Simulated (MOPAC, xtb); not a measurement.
Complex: HCl (SMILES Cl) (first 2 atoms) with H2 (SMILES [H][H]); geometry from B3LYP-D3(BJ)/def2-TZVP, rigid monomers moved along the line of their centres of mass till H2···H4 is 2.65 Å.
(charge 0, multiplicity 1):
```csv
atom,x (Å),y (Å),z (Å)
Cl,-0.1180,-0.5884,-0.7213
H,-0.0738,-0.4022,0.5470
H,-0.3408,0.0772,3.1438
H,0.3777,-0.1197,3.1468
```

Interaction energies are E(AB) − E(A) − E(B) at the monomers' geometry in the complex; basis-set methods are counterpoise corrected.

The state that PM3, PM7 reach isn't checked; PM7 holds dispersion and hydrogen-bond terms.

The values were computed with MOPAC for PM3, PM7 (differences of heats of formation); xtb for the GFN methods. Values without a source in brackets are computed.

### Question
One of these levels gives -0.81 kcal/mol for the interaction energy. Which one is it?
A. PM7
B. GFN-FF
C. PM3

### Answer
C, PM3. The others give -0.08 (GFN-FF), -0.46 (PM7)
